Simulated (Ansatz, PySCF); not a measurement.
Molecule: sum formula GeOF (charge 0, doublet). It need not be the lowest isomer of its formula. 
Geometry from a B3LYP-D3(BJ)/def2-TZVP (Ansatz, a program for electronic structure) optimisation:
```xyz
3

Ge    -0.1082     0.2726    -0.1379
O     -1.2285    -0.9940    -0.0416
F      1.4768    -0.0856     0.5271
```
Charge 0, spin multiplicity 2.

Total electronic energies in hartree. Valence correlation only, unless marked. UHF or UKS for open shells. Spin-orbit coupling is left out. The frozen core is the preceding noble-gas configuration, with the filled d and f shells of earlier blocks. No relativistic terms. Basis-set limits of correlation are two-point, X^-3; Hartree-Fock from the larger set. [CCSD(T)-MP2]/basis is that difference in the basis named.

The T1 diagnostic of CCSD in the largest basis is 0.091, which is high, so the coupled-cluster rows are less sure than usual.

```
level                                                                 program  energy (Eh)
-------------------------------------------------------------  --------------  -----------
HF/STO-3G                                                              Ansatz  -2223.59206
HF/cc-pVTZ                                                             Ansatz  -2249.77192
HF/aug-cc-pVQZ                                                         Ansatz  -2249.79292
RI-HF/aug-cc-pVTZ                                                      Ansatz  -2249.77648
PBE/def2-TZVPD                                                         Ansatz  -2251.66521
BLYP/def2-TZVPD                                                        Ansatz  -2252.20312
B97M-V/def2-TZVPD                                                      Ansatz  -2251.68771
PBE0/def2-TZVP                                                         Ansatz  -2251.69532
TPSSh-D3(BJ)/def2-TZVPD                                         PySCF + dftd3  -2252.09804
r2SCANh-D4/def2-TZVPD                                          Ansatz + dftd4  -2252.03185
r2SCANh/def2-TZVPD                                                     Ansatz  -2252.03148
r2SCAN0-D4/def2-TZVPD                                          Ansatz + dftd4  -2251.99945
B2PLYP-D4/def2-TZVPD                                           Ansatz + dftd4  -2251.63120
MP2/aug-cc-pVTZ                                                        Ansatz  -2250.32887
SCS-MP2/6-31G*                                                         Ansatz  -2249.74712
SCS-MP2/cc-pVDZ                                                        Ansatz  -2250.02811
CCSD/aug-cc-pVDZ                                                       Ansatz  -2250.13231
CCSD/cc-pVQZ                                                           Ansatz  -2250.39918
CCSD(T)/cc-pVDZ                                                        Ansatz  -2250.08320
CCSD(T)/aug-cc-pVTZ                                                    Ansatz  -2250.37876
CCSD(T)/cc-pVQZ                                                        Ansatz  -2250.42499
RI-MP2/CBS(aug-cc-pVTZ,aug-cc-pVQZ)+[CCSD(T)-MP2]/aug-cc-pVTZ          Ansatz   -2250.4645
CCSD(T)/CBS(cc-pVTZ,cc-pVQZ)                                           Ansatz   -2250.4592
```

Totals of different functionals don't rank their quality; only differences between species are comparable.
